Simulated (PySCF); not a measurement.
Vertical excitations of a molecule C₃H₆BFO from TDA-PBE0/def2-SVPD in PySCF 2.14.0, as energy in eV (oscillator strength): 6.54 (0.000), 7.58 (0.035), 7.64 (0.004), 7.82 (0.003), 8.16 (0.165), 8.28 (0.003), 8.47 (0.013), 8.61 (0.002), 8.63 (0.022), 8.73 (0.016). Lowest triplet (TDA): 5.98 eV. Geometry optimised at B3LYP-D3(BJ)/def2-SVP. The values are those of a single conformer.

Identify the compound among the candidates.
A) C=CCB(O)F
B) CB(F)CC=O
C) FCB1CCO1
D) C=COB(C)F

C, FCB1CCO1
